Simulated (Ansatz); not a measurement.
Reaction (ligand exchange at a Ga–Br bond): `[GaH2][Br]` + H₂S → `[SH][GaH2]` + HBr

Computed with Ansatz on PBE0-D4/def2-TZVP structures; ΔE is electronic, products minus reactants. CBS: MP2 limit from def2 TZ/QZ plus the TZ coupled-cluster correction, frozen cores. This one scheme is used for every species. Functionals use def2-TZVPP. B3LYP here is the variant with VWN-RPA as its local correlation; programs differ in this. HSE06 is defined as in plane-wave codes. For Br, Ga outer-core shells are correlated without core-valence functions, which leaves a few kJ/mol of doubt a bond. Scalar relativity is left out up to krypton.

```tsv
level	ΔE (kJ/mol)	difference from CCSD(T)/CBS
LDA (SPW92)	27.2	-8.5
PBE-D4	31.4	-4.3
revPBE-D4	31.1	-4.6
r2SCAN-D4	35.0	-0.7
B97M-V	33.8	-1.9
PBE0-D4	35.6	-0.1
B3LYP-D4	37.1	1.4
r2SCANh-D4	36.3	0.6
r2SCAN0-D4	38.0	2.3
HSE06-D4	35.8	0.1
BHLYP-D4	42.6	6.9
CAM-B3LYP-D4	37.9	2.2
ωB97X-V	38.8	3.1
ωB97M-V	38.3	2.6
B2PLYP	38.2	2.5
PBE-QIDH	38.3	2.6
PBE	32.3	-3.4
BLYP	35.7	0.0
r2SCAN	35.3	-0.4
PBE0	36.4	0.7
B3LYP	38.5	2.8
r2SCANh	36.5	0.8
r2SCAN0	38.3	2.6
HSE06	36.5	0.8
CAM-B3LYP	38.6	2.9
LC-ωPBE	36.6	0.9
RPA@PBE/def2-TZVPP	35.1	-0.6
HF/def2-SVP	48.4	12.7
MP2/def2-SVP	36.4	0.7
CCSD/def2-SVP	36.6	0.9
CCSD(T)/def2-SVP	34.4	-1.3
HF/def2-TZVPP	52.4	16.7
MP2/def2-TZVPP	36.7	1.0
CCSD/def2-TZVPP	38.7	3.0
CCSD(T)/def2-TZVPP	36.3	0.6
HF/def2-QZVPP	52.5	16.8
MP2/def2-QZVPP	36.4	0.7
SCS-MP2/def2-QZVPP	38.4	2.7
MP2/CBS(def2)	36.1	0.4
CCSD/CBS(def2)	38.1	2.4
CCSD(T)/CBS	35.7	0
```

Largest T1 diagnostic among the species: 0.013.

From BLYP to BHLYP (50 % exact exchange), in def2-TZVPP and without D4, ΔE moves by +7.7 kJ/mol. In def2-TZVPP, CCSD(T) changes the Hartree–Fock value by −16.1 kJ/mol (the triples alone add −2.4 kJ/mol) and MP2 by −15.7 kJ/mol. Leaving LDA and LC-ωPBE aside and taking each functional with its dispersion term where it has one, the values spread over 11.5 kJ/mol, from revPBE-D4 to BHLYP-D4. LDA lies −5.1 kJ/mol from PBE without D4.
